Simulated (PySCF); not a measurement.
GeH₃, SMILES [GeH3+], charge +1.

The structure is a stationary point at B3LYP-D3(BJ)/def2-TZVPD.

Two levels are set side by side: TDDFT-PBE/def2-TZVPD (PySCF) and TDDFT-ωB97X/def2-TZVPD (PySCF). Vertical, same geometry. The lowest singlet is HOMO→LUMO 100 % with PBE and HOMO→LUMO 100 % with the other functional; states are paired by order. Differences are taken from unrounded values.

```
quantity                               TDDFT-ωB97X  TDDFT-PBE  TDDFT-PBE minus TDDFT-ωB97X
-------------------------------------  -----------  ---------  ---------------------------
lowest singlet excitation (eV)                5.48       5.11                        -0.37
lowest triplet excitation (TDA) (eV)          4.97       4.50                        -0.48
first bright state (f over 0.05) (eV)        10.39       9.46                        -0.93
its oscillator strength                       0.20       0.10                        -0.10
```

A lower first singlet is the usual sign of a functional without exact exchange. Differences between two approximate levels are no errors against the true value.

Rough cost on one machine, each run with all the roots and properties that it gave: TDDFT-ωB97X against TDDFT-PBE about 4 times.
